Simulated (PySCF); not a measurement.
# Correlation energy of N⁺ (nitrogen, charge +1)

[He] 2s2 2p1 3d1, one real determinant (an excited configuration). Computed with PySCF 2.14 in aug-cc-pwCVDZ (5s4p2d, 27 functions), with no relativity, point nucleus. Frozen: nothing; 6 electrons correlated.

| level | correlation energy (mhartree) |
| --- | --- |
| CCSD | -111.04 |
| (T) | -4.59 |
| CCSD(T) | -115.63 |

Diagnostics: T1 = 0.0058, D1 = 0.0135, largest double amplitude 0.181.

Problem. Is a single reference adequate?

Solution. Not fully. The real determinant used has ⟨L²⟩ near 8 against 12 for a pure F term, so it mixes terms. The outer electron is Rydberg-like, and this basis confines it to a smaller radius and binds it less than a complete one would. A double-excitation amplitude exceeds 0.15, a sign of near-degeneracy.

The reference is one real determinant that mixes LS terms of this configuration.
